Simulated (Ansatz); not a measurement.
Reaction (hydrogenolysis of the Si–N bond): `N[SiH2]N[SiH2]Cl` + H₂ → `[SiH3]N[SiH2]Cl` + NH₃

Gas-phase electronic energies from Ansatz, PBE0-D4/def2-TZVP geometries. CCSD(T)/CBS is the MP2 limit (def2-TZVPP, def2-QZVPP) plus CCSD(T) − MP2 in def2-TZVPP, frozen cores. This one scheme is used for every species. DFT in def2-TZVPP. One conformer a species, not always the lowest.

`N[SiH2]N[SiH2]Cl`:

Cartesian coordinates in Å:
```
N 0.795 -0.548 1.996
Si 0.760 0.570 0.703
N 0.341 -0.216 -0.780
Si -1.074 0.013 -1.706
Cl -2.693 -1.044 -0.965
H -0.029 -1.043 2.295
H 1.466 -0.449 2.739
H 2.127 1.151 0.671
H -0.249 1.659 0.806
H 0.882 -1.041 -1.004
H -1.468 1.436 -1.675
H -0.858 -0.488 -3.081
```

H₂:

```xyz
2

H    -0.101    0.352    0.073
H     0.101   -0.352   -0.073
```

`[SiH3]N[SiH2]Cl`:

Z-matrix (Å, degrees):
```
Si
N 1 1.734
H 1 1.484 2 106.6
H 1 1.487 2 112.3 3 120.0
H 1 1.487 2 110.5 3 -119.6
Si 2 1.708 1 127.5 3 -13.2
H 2 1.011 1 116.1 3 179.3
Cl 6 2.065 2 113.2 1 -84.2
H 6 1.479 2 109.4 1 157.8
H 6 1.477 2 108.8 1 33.9
```

NH₃:

Z-matrix (Å, degrees):
```
N
H 1 1.013
H 1 1.013 2 107.1
H 1 1.013 2 107.1 3 -114.5
```

```csv
level,ΔE (kcal/mol),difference from CCSD(T)/CBS
PBE-D4,10.1,-0.7
r2SCAN-D4,11.5,0.7
PBE0-D4,10.0,-0.8
ωB97X-V,10.3,-0.5
PBE,8.9,-1.9
PBE0,8.9,-1.9
HF/def2-TZVPP,7.4,-3.4
MP2/def2-TZVPP,11.8,1.0
CCSD/def2-TZVPP,9.4,-1.4
CCSD(T)/def2-TZVPP,10.1,-0.7
HF/def2-QZVPP,7.5,-3.3
MP2/def2-QZVPP,12.2,1.4
SCS-MP2/def2-QZVPP,11.0,0.2
HF/CBS(def2),7.6,-3.2
MP2/CBS(def2),12.5,1.7
CCSD/CBS(def2),10.1,-0.7
CCSD(T)/CBS,10.8,0
```

Largest T1 diagnostic among the species: 0.010.

The D4 term adds +2.0 kcal/mol with B3LYP and +1.1 kcal/mol with PBE0; it sums over pairs of atoms, weighted by their polarisabilities, and B3LYP, whose exchange is more repulsive, gets the larger term. In def2-TZVPP, CCSD(T) changes the Hartree–Fock value by +2.7 kcal/mol (the triples alone add +0.7 kcal/mol) and MP2 by +4.4 kcal/mol.

B3LYP here is the variant with VWN-RPA as its local correlation; programs differ in this.
